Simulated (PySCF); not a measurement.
CH7FOSi2, SMILES F[Si@H](C)O[SiH3]. Atoms are numbered in the order given.

```xyz
12

C      1.8497     1.2329    -0.1706
Si     0.9919    -0.4146    -0.0946
F      0.9846    -0.9108     1.4576
O     -0.5731    -0.2902    -0.5961
Si    -2.0956     0.3010    -0.2826
H      1.8656     1.6170    -1.2034
H      1.3287     1.9699     0.4618
H      2.8903     1.1534     0.1827
H      1.6509    -1.4708    -0.8959
H     -2.8495    -0.6501     0.5799
H     -2.8059     0.4715    -1.5784
H     -2.0034     1.6214     0.4074
```

Geometry: B3LYP-D3(BJ)/def2-SVP. The structure was generated by enumeration; whether it is a known compound was not checked. One conformer was computed; it need not be the lowest.

These are PBE/def2-TZVP (PySCF) values and carry that method's errors.

Isolated molecule, no solvent.

Computed frontier levels, gap, dipole moment and polarisability:
highest occupied level: -7.27 eV
lowest empty level: -0.78 eV
orbital gap: 6.49 eV
dipole moment: 1.59 D
quadrupole, principal values (traceless, Buckingham form, about the centre of nuclear charge): -5.02, -0.10, 5.12 D·Å
mean static polarisability: 66.3 bohr³ (9.82 Å³)
polarisability, principal values: 59.5, 64.7, 74.6 bohr³
